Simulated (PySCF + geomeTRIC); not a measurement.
Species: H₆OSi₂, SMILES `O[SiH2][SiH3]` (H–O–Si–Si torsion 58°) (charge 0, multiplicity 1).

Question: Give a relaxed geometry from PBE-D3(BJ)/def2-TZVP in PySCF + geomeTRIC.

Answer: This is not unique; one that fits is the end point of this relaxation, one of several conformers (outside a Z-matrix the atoms follow the SMILES, hydrogens last).
Z-matrix (Å, degrees):
```
Si
O 1 1.6735
H 2 0.9693 1 115.93
H 1 1.4930 2 104.92 3 -178.36
H 1 1.5026 4 108.51 2 119.27
Si 1 2.3549 4 110.92 5 119.15
H 6 1.4967 1 111.43 4 55.78
H 6 1.4982 7 108.77 1 121.84
H 6 1.4995 7 108.10 8 117.22
```
